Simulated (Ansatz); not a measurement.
Basis sets compared for Zn₆Se₄Cl₄. Charge 0, multiplicity 1. Geometry PBE-D4/def2-SVP. Ansatz on 2 threads of AMD EPYC 7R13 on a shared host and a share (18 GiB) of an NVIDIA H100 80GB HBM3; times are rough, and most runs start from earlier orbitals.

Cartesian coordinates in Å:
```
Se 0.771 -1.938 -1.421
Se -2.955 0.272 -1.089
Se 0.175 1.977 0.198
Se -0.813 -1.136 2.638
Zn 2.500 -0.322 -0.948
Zn -2.199 2.538 -0.831
Zn -0.489 0.072 -1.322
Zn -0.008 -2.652 0.814
Zn -1.747 0.347 1.015
Zn 0.944 0.154 1.652
Cl 3.249 1.239 -2.216
Cl -2.577 4.611 -1.118
Cl 0.023 -4.751 1.269
Cl 3.125 -0.412 1.359
```

Single mean-field runs in def2-TZVP are fitted with def2-universal-jkfit.

Binding counts from free atoms (Se triplet, Zn singlet, Cl doublet) in the same basis, without a counterpoise term.

| level | functions | energy (Eh) | HOMO (eV) | LUMO (eV) | binding per atom (eV) | wall time |
| --- | --- | --- | --- | --- | --- | --- |
| PBE-D4/def2-SVP | 386 | -22116.9669 | -6.36 | -3.57 | 2.59 | 3.3 s |
| PBE0-D4/def2-SVP | 386 | -22117.6019 | -7.72 | -2.97 | 2.56 | 6 s |

(1) Estimate the rows for PBE-D4/def2-TZVP, PBE0-D4/def2-TZVP (with forces).

Results:

(1) 
```
                          level  functions  energy (Eh)  HOMO (eV)  LUMO (eV)  binding per atom (eV)  wall time
               PBE-D4/def2-TZVP        628  -22120.3554      -6.82      -3.77                   2.42      3.8 s
PBE0-D4/def2-TZVP (with forces)        628  -22120.9284      -8.03      -3.11                   2.44        9 s
```
